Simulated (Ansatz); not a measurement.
Consider the cleavage of the As–B bond: `O=CB([SiH3])[AsH2]` + `N=CO` → `O/C=N/[AsH2]` + `O=CB[SiH3]`.

Gas-phase electronic energies from Ansatz, PBE0-D4/def2-TZVP geometries. CCSD(T)/CBS is the MP2 limit (def2-TZVPP, def2-QZVPP) plus CCSD(T) − MP2 in def2-TZVPP, frozen cores. This one scheme is used for every species. Functionals use def2-TZVPP. For As outer-core shells are correlated without core-valence functions, which leaves a few kJ/mol of doubt a bond. Scalar relativity is left out up to krypton. Each species was taken in one conformer, which may not be the lowest.

```tsv
level	ΔE (kcal/mol)	difference from CCSD(T)/CBS
revPBE-D4	16.1	-1.4
r2SCAN-D4	16.7	-0.8
r2SCANh-D4	17.4	-0.1
r2SCAN0-D4	18.3	0.8
BHLYP-D4	17.9	0.4
revPBE	15.6	-1.9
PBE0	17.6	0.1
r2SCAN0	18.0	0.5
CAM-B3LYP	15.2	-2.3
LC-ωPBE	16.7	-0.8
RPA@PBE/def2-TZVPP	14.3	-3.2
HF/def2-SVP	18.9	1.4
MP2/def2-SVP	17.6	0.1
MP2/def2-TZVPP	16.5	-1.0
SCS-MP2/def2-QZVPP	15.6	-1.9
CCSD/CBS(def2)	18.1	0.6
CCSD(T)/CBS	17.5	0
```

Question: What do rigid-rotor, harmonic-oscillator terms from PBE0-D4/def2-TZVP frequencies (298.15 K, 1 bar) make of the CCSD(T)/CBS value? (Best estimate.)

Answer: Computed: ΔZPE = -1.3 kcal/mol, ΔH = +16.1 kcal/mol, ΔS = -1 J/(mol·K), ΔG = +16.2 kcal/mol.

Largest T1 diagnostic among the species: 0.021, so the coupled-cluster value is less sure than usual.

Leaving LDA and LC-ωPBE aside and taking each functional with its dispersion term where it has one, the values, not all of them listed here, spread over 3.6 kcal/mol, from BLYP-D4 to r2SCAN0-D4. LDA lies +0.8 kcal/mol from PBE without D4. From r2SCAN to r2SCAN0 (25 % exact exchange), in def2-TZVPP and without D4, ΔE moves by +1.4 kcal/mol. The D4 term adds +1.1 kcal/mol with B3LYP and +0.7 kcal/mol with PBE0; it sums over pairs of atoms, weighted by their polarisabilities, and B3LYP, whose exchange is more repulsive, gets the larger term.

CCSD(T)/CBS has its own doubt, a few kJ/mol and more with outer-core shells, so smaller differences from it don't rank the levels.

B3LYP here is the variant with VWN-RPA as its local correlation; programs differ in this.
